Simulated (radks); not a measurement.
Values are calculated unless marked as measured or tabulated.
Ce IV, 55 electrons, occupied as [Xe] 4f1. Level of theory: Dirac Kohn-Sham, revPBE, spin-unpolarised, spherical densities, finite nucleus; open shells fill j = l - 1/2 first; Fermi nuclear charge, rms radius 4.8771 fm (a radial shooting solver on a logarithmic mesh with Libxc functionals).

Unscreened Slater integrals over Kohn-Sham orbitals (cm^-1). Large and small components are both included. Empty in this configuration: 4f7/2.

\begin{tabular}{lr}
integral & value \\ \hline
F0(4f5/2,4f5/2) & 192940 \\
F2(4f5/2,4f5/2) & 90040 \\
F4(4f5/2,4f5/2) & 56142 \\
F0(4f5/2,5p3/2) & 133110 \\
F2(4f5/2,5p3/2) & 49884 \\
G2(4f5/2,5p3/2) & 28623 \\
G4(4f5/2,5p3/2) & 21787 \\
F0(4f5/2,5p1/2) & 137500 \\
G2(4f5/2,5p1/2) & 31649 \\
F0(4f5/2,5s1/2) & 148250 \\
G3(4f5/2,5s1/2) & 32519 \\
F0(4f5/2,4f7/2) & 192120 \\
F2(4f5/2,4f7/2) & 89633 \\
F4(4f5/2,4f7/2) & 55882 \\
G2(4f5/2,4f7/2) & 89507 \\
G4(4f5/2,4f7/2) & 55807 \\
G6(4f5/2,4f7/2) & 40047 \\
F0(5p3/2,5p3/2) & 113630 \\
F2(5p3/2,5p3/2) & 61720 \\
F0(5p3/2,5p1/2) & 115930 \\
G2(5p3/2,5p1/2) & 62563 \\
F0(5p3/2,5s1/2) & 121220 \\
G1(5p3/2,5s1/2) & 80880 \\
F0(5p3/2,4f7/2) & 132850 \\
F2(5p3/2,4f7/2) & 50079 \\
G2(5p3/2,4f7/2) & 28985 \\
G4(5p3/2,4f7/2) & 22020 \\
F0(5p1/2,5p1/2) & 118440 \\
F0(5p1/2,5s1/2) & 124210 \\
G1(5p1/2,5s1/2) & 85313 \\
F0(5p1/2,4f7/2) & 137210 \\
G4(5p1/2,4f7/2) & 24096 \\
F0(5s1/2,5s1/2) & 131170 \\
F0(5s1/2,4f7/2) & 147900 \\
G3(5s1/2,4f7/2) & 32796 \\
F0(4f7/2,4f7/2) & 191310 \\
F2(4f7/2,4f7/2) & 89234 \\
F4(4f7/2,4f7/2) & 55629 \\
F6(4f7/2,4f7/2) & 39917 \\
\end{tabular}
